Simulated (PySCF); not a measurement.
THF (C4H8O), SMILES C1CCOC1.

Geometry optimised at PBE0-D3(BJ)/def2-SVP. One conformer was computed; it need not be the lowest.

Computed with PBE/def2-TZVP (PySCF).

The molecule is in vacuum.

```json
{
  "total_energy": "-232.23745 hartree",
  "point_group": "C2",
  "highest_occupied_level": "-5.46 eV",
  "lowest_empty_level": "0.36 eV",
  "orbital_gap": "5.82 eV",
  "dipole_moment": "1.65 D",
  "quadrupole, principal values (traceless, Buckingham form, about the centre of nuclear charge)": "-4.19, 1.14, 3.05 D·Å",
  "mean_static_polarisability": "52.0 bohr³ (7.70 Å³)",
  "polarisability_principal_values": "47.6, 50.5, 57.8 bohr³"
}
```
